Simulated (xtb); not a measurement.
B(Cl)(OMe)(NH2) (CH₅BClNO), SMILES COB(N)Cl. All values are semi-empirical tight-binding results from xtb (GFN2-xTB unless named), good for trends rather than for accurate numbers. Geometry optimised at GFN2-xTB. This is a generated structure with no PubChem entry under its InChIKey; it may be hypothetical. One conformer was computed; it need not be the lowest.

Computed properties:
```yaml
point_group_as_xtb_finds_it: Cs
orbital_gap: 6.63 eV
dipole_moment: 5.07 D
zero_point_energy: 45.2 kcal/mol
G − E(el) at 298.15 K (modified RRHO): 26.1 kcal/mol
static polarisability (D4 model): 54.5 bohr³
solvation energy, GFN2-xTB/ALPB(water): -6.1 kcal/mol
solvation energy, GFN2-xTB/ALPB(ch2cl2): -7.0 kcal/mol
```
